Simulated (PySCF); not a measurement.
C₃H₆BClO.

```xyz
12

B      0.0634    -0.2341     0.8070
C      0.0778    -1.0612    -0.5420
C      0.1651    -0.1620    -1.7471
C      1.1793    -0.1298    -2.6160
H     -0.8682    -1.6350    -0.5807
H      0.9021    -1.7956    -0.5527
H     -0.6729     0.5327    -1.8773
H      2.0402    -0.8006    -2.5217
H      1.1847     0.5672    -3.4581
Cl    -1.2308     0.9556     1.0867
O      0.9774    -0.3534     1.7903
H      1.6686    -0.9977     1.5894
```

The structure is a stationary point at B3LYP-D3(BJ)/def2-SVP. The values are those of a single conformer.

These are PBE/pcSseg-1 in PySCF values and carry that method's errors. Non-relativistic, no solvent.

Computed absolute GIAO shielding of each atom: isotropic value and principal components (ppm):
| atom | σ(iso) | σ11 | σ22 | σ33 | span |
|---|---|---|---|---|---|
| B1 | 53.4 | 30.5 | 49.6 | 80.2 | 49.7 |
| C2 | 142.9 | 125.7 | 148.7 | 154.4 | 28.7 |
| C3 | 38.3 | -75.9 | 42.3 | 148.4 | 224.3 |
| C4 | 60.4 | -45.6 | 80.0 | 146.9 | 192.5 |
| H5 | 28.9 | 26.3 | 27.4 | 32.8 | 6.4 |
| H6 | 29.7 | 27.0 | 29.5 | 32.6 | 5.7 |
| H7 | 25.0 | 22.4 | 23.4 | 29.3 | 6.8 |
| H8 | 26.1 | 22.9 | 25.5 | 29.7 | 6.8 |
| H9 | 26.0 | 23.2 | 25.0 | 29.9 | 6.7 |
| Cl10 | 779.9 | 531.1 | 891.5 | 917.1 | 386.1 |
| O11 | 138.6 | -7.3 | 181.7 | 241.4 | 248.6 |
| H12 | 25.8 | 21.2 | 23.5 | 32.7 | 11.5 |
